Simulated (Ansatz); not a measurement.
Cl2Si, singlet, geometry from GFN2-xTB. Base run: MP2/6-31G* run with Ansatz (a first-principles code).

Ansatz was given this input:
Ansatz 0.2 input:
```yaml
crystal:
  periodic: [false, false, false]
  atoms:
    - {symbol: Si, position_ang: [0.00085030, 0.00527408, 0.92381323]}
    - {symbol: Cl, position_ang: [1.01602194, 1.21319412, -0.38826774]}
    - {symbol: Cl, position_ang: [-1.01672219, -1.21753748, -0.37251962]}
basis:
  gaussian:
    orbitals: 6-31G*
magnetization: {spin_polarized: false}
correlation: {method: mp2}
```

Each row names what was changed in the base input (with any setting that the change needs).

| change | ΔE vs base (mEh) | MP2 correlation (Eh) | basis functions |
|---|---|---|---|
| base | 0.000 | -0.32726 | 57 |
| fitting = cc-pVTZ-JKFIT (mean field), cc-pVTZ-RIFIT (correlation) | 0.136 | -0.32722 | 57 |
| reference functional = pbe0 | -4.812 | - | 57 |
| electrons = outside_noble_gas | 0.000 | -0.32726 | 57 |
| method = ccsd_t | -45.390 | -0.32726 | 57 |
| method = ccsd | -34.866 | -0.32726 | 57 |
| lower_state_search = off | 0.000 | -0.32726 | 57 |
| accuracy = high | -0.009 | -0.32726 | 57 |
| electrons = all | -31.198 | -0.35846 | 57 |
| method = bccd | -34.279 | -0.32726 | 57 |
